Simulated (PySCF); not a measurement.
## Working out the excitation energy of F²⁺

F²⁺ [He] 2s2 2p3 (4S) → F²⁺ [He] 2s1 2p4 (4P). Computed with PySCF 2.14 in x2c-TZVPPall (5s3p2d1f, 31 functions), with scalar relativity by spin-free X2C-1e. Frozen: nothing. Energies in hartree (1 hartree = 27.21139 eV):

| part | F²⁺ (lower) | F²⁺ (upper) |
| --- | --- | --- |
| UHF | -97.696808 | -97.001183 |
| MP2 opposite-spin | -0.085657 | -0.084207 |
| MP2 same-spin | -0.029438 | -0.030131 |

Q: What does Hartree-Fock give?

A: (-97.001183) − (-97.696808) = 0.695625 hartree = 18.929 eV.

Q: What do MP2 and SCS-MP2 (6/5 opposite-spin, 1/3 same-spin) give?

A: The opposite-spin parts differ by 0.039 eV and the same-spin parts by -0.019 eV. MP2: 18.929 + (0.039) + (-0.019) = 18.949 eV. SCS-MP2: 18.929 + 1.2 × (0.039) + (-0.019)/3 = 18.969 eV.
